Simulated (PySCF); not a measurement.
C4H12Ta, SMILES [CH3][Ta]([CH3])([CH3])[CH3] (connectivity only; charge and spin as stated), neutral, multiplicity 2.

Geometry optimised at PBE-D3(BJ)/def2-SVP. The geometry has at least one imaginary mode, so it is a saddle point at that level. The multiplicity is an assumed one; other spin states were not compared. The def2 effective core potentials stand for the cores of Ta; spin–orbit coupling is left out.

All values below come from PBE-D3(BJ)/def2-SVP (PySCF 2.14.0).

Frequencies are harmonic and unscaled.

Modes within 1.5 cm⁻¹ of each other (mostly degenerate sets) share a row, with their intensities summed.

```csv
mode,ν (cm⁻¹),IR (km/mol),moving atoms (share of kinetic energy)
1,53i,0.0,"C 68 %, H 32 %"
2–3,107,1.5,"C 50 %, H 38 %, Ta 12 %"
4,115,0.1,"C 55 %, H 32 %, Ta 13 %"
5–6,136,0.0,H 97 %
7–9,142,5.3,H 94 %
10,384,0.0,"H 66 %, C 33 %"
11–12,402,6.2,"H 81 %, C 17 %"
13,464,0.0,"H 87 %, C 13 %"
14,475,0.0,"H 56 %, C 44 %"
15–16,504,77.5,"C 63 %, H 30 %"
17,511,0.0,"H 85 %, C 15 %"
18,546,0.0,"C 62 %, H 38 %"
19,568,72.6,"C 53 %, H 35 %, Ta 11 %"
20–21,595,82.8,"H 76 %, C 21 %"
22,1126,0.1,"H 78 %, C 22 %"
23–24,1129,25.6,"H 78 %, C 22 %"
25,1139,0.0,"H 80 %, C 20 %"
26,1316,0.0,H 95 %
27–28,1321,8.4,H 95 %
29,1326,0.0,H 95 %
30–31,1352,27.0,H 94 %
32,1358,0.0,H 95 %
33,1362,10.5,H 95 %
34–36,2903,11.8,H 97 %
37,2908,0.0,H 97 %
38–42,2997,52.9,"H 91 %, C 9 %"
43,3003,0.0,"H 91 %, C 9 %"
44–45,3005,23.0,"H 91 %, C 9 %"
```
